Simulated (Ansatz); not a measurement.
Complex (SMILES): F (HF) with [H][H] (H2), atoms 1 to 2 the first; geometry from B3LYP-D3(BJ)/def2-TZVP, monomers rigid:
```xyz
4

F     -0.0503     0.0090    -0.4113
H     -0.1533    -0.6305     0.2513
H     -0.6250    -2.1461     1.4219
H     -0.1185    -1.7955     1.8432
```

Basis-set convergence of the uncorrected interaction energy at B3LYP with Ansatz (an electronic-structure program). Cartesian d functions, on some or all atoms, in 6-31G*, 6-31G**; all else is spherical. The program fits the integrals of some runs and decomposes those of others, by size. No added dispersion term, no relativity. Functions are those of the species that has most. Reference: the counterpoise-corrected one, the value in aug-cc-pV5Z, -0.98 kcal/mol. Deviations are taken from unrounded values.

```tsv
basis	functions
STO-3G	8
3-21G	15
6-31G	15
pcseg-0	15
6-31G*	21
cc-pVDZ	29
pcseg-1	29
6-31G**	30
6-311G**	36
cc-pVTZ	72
pcseg-2	72
cc-pVQZ	145
pcseg-3	159
cc-pV5Z	256
pcseg-4	284
```

Question: Which is the smallest set listed that can be trusted to 0.2 kcal/mol here, that is, within that of the reference together with its larger relatives (same family, alike in diffuse functions; a set with none to test it counts only in the reference's own line)?

Answer: The smallest set listed that lies within 0.2 kcal/mol of the reference with all its larger relatives (same family, alike in diffuse functions; a set with none counts only in the reference's own line) is pcseg-1 (29 functions, -0.13 kcal/mol off). Inside, with no larger relative to test it: 6-311G**. Value minus reference: STO-3G 2.26, 3-21G 0.53, 6-31G 0.52, pcseg-0 0.97, 6-31G* 0.60, cc-pVDZ -0.42, pcseg-1 -0.13, 6-31G** 0.41, 6-311G** 0.04, cc-pVTZ -0.15, pcseg-2 -0.03, cc-pVQZ -0.09, pcseg-3 0.00, cc-pV5Z -0.04, pcseg-4 0.00 kcal/mol.
